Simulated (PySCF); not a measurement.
C3H7O2, SMILES C(C(O)C)[O], multiplicity 2.

Coordinates come from a ωB97X-D3(BJ)/def2-SVP optimisation. The isomer is the one that the SMILES or the coordinates give; other isomers of the formula were not compared. One conformer was computed; it need not be the lowest.

Two levels are set side by side: PBE/def2-TZVP (PySCF) and B3LYP/def2-TZVP (PySCF). Same geometry, gas phase. Differences are taken from unrounded values.

```
quantity                     B3LYP   PBE  PBE minus B3LYP
---------------------------  -----  ----  ---------------
α-spin orbital gap (eV)       8.43  6.38            -2.05
β-spin orbital gap (eV)       3.38  0.72            -2.66
dipole moment (D)             2.05  2.10             0.05
mean polarisability (bohr³)   46.5  48.6              2.1
```

Loosely held outer electrons make PBE densities more polarisable. Differences between two approximate levels are no errors against the true value.

Rough cost on one machine, each run with all the roots and properties that it gave: B3LYP against PBE within a factor of 2.
